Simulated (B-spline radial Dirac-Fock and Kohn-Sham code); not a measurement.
**Nd 4d5/2: cross section and angular parameters**

System: neutral neodymium in the configuration [Xe] 4f4 6s2; threshold 120.5 eV (tabulated edge). Method: Dirac-Hartree-Slater photoionisation with a Latter tail; cross sections with all multipoles, angular parameters from the dipole term and its interference with E2. Computed with a radial B-spline solver.

For linearly polarised light dσ/dΩ = σ/(4π) [1 + β P₂(cos θ) + (δ + γ cos²θ) sin θ cos φ], with θ from the polarisation vector and φ the angle between the beam and the projection of the electron momentum on the plane normal to the polarisation.

```
hν (eV)  σ (kb)       β       γ       δ
    153     617   1.388  -0.023  -0.004
    213     283  -0.942  -0.308   0.157
    235     356  -0.715  -0.120   0.130
    249       ?       ?       ?       ?
    338     522   0.336   0.144   0.037
    339     523   0.342   0.144   0.036
    362     523   0.468   0.141   0.027
    365     522   0.483   0.140   0.025
    428     491   0.726   0.104   0.010
    434     487   0.744   0.100   0.009
    511     424   0.925   0.049   0.002
    728     266   1.178  -0.031   0.003
    800     228   1.222  -0.037   0.005
    882     192   1.259  -0.036   0.008
    954     166   1.284  -0.029   0.010
   1000     152   1.296  -0.023   0.012
 1253.6    94.8   1.335   0.032   0.020
   2930    11.1   1.256   0.532   0.067
   3610    6.04   1.200   0.699   0.086
   4000    4.44   1.168   0.785   0.097
   4030    4.34   1.166   0.791   0.097
   4910    2.35   1.100   0.959   0.123
   9220   0.286   0.863   1.493   0.246
 9251.7   0.283   0.862   1.496   0.247
  12000   0.111   0.760   1.697   0.322
  15000  0.0487   0.675   1.852   0.400
```

Question: Give the values at 249 eV.

Answer: σ = 399 kb, β = -0.516, γ = -0.033, δ = 0.112.
